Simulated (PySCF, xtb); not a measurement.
HTe, SMILES [TeH], multiplicity 2.

Harmonic wavenumbers (cm⁻¹) from GFN2-xTB (xtb) at its own minimum, in rising order: 1960.

### Question
What does PBE-D3(BJ)/def2-TZVPD run with PySCF 2.14.0 give at its own minimum? (Estimate from the structure and the level; the computed values follow.)

### Answer
2071. Paired by order, the mean absolute difference is 112 cm⁻¹ and the zero-point energies are 2.8 and 3.0 kcal/mol.
